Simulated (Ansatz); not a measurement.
Several settings on one geometry of Hg₃ (that of the charge 0 singlet, r2SCAN/def2-TZVP). Ansatz on 4 threads of Arm Neoverse V2 on a shared host; times are rough.

```xyz
3

Hg   -1.3854    0.2988   -1.3192
Hg    0.7401    1.4954    0.9823
Hg    0.6453   -1.7942    0.3368
```

Totals from different functionals, basis sets or treatments of relativity can't be compared as stabilities.

In the def2 sets Hg takes a core potential; there is no spin–orbit coupling. LC-ωPBE has ω = 0.4 bohr⁻¹.

Q: Give the basis size and estimate the energy, ⟨S²⟩, dipole and time of these runs.

```
run                  method  charge    state                                                                                     further keys
  1   RKS LC-ωPBE/def2-TZVP       0  singlet  pseudopotentials: {relativity: none}; scf: {omitted_lower_state_checks: [starts]}; forces asked
  2    RKS ωB97X-V/def2-SVP       0  singlet                                        scf: {omitted_lower_state_checks: [starts]}; forces asked
  3  RKS ωB97M-V/def2-mTZVP       0  singlet                                                     scf: {lower_state_search: off}; forces asked
```

A: 
```csv
run,functions,energy (Eh),⟨S²⟩,dipole (D),wall time
1,129,-460.5779,–,0.00,1.3 s
2,96,-460.4196,–,0.00,4.5 s
3,108,-460.2894,–,0.00,4.4 s
```
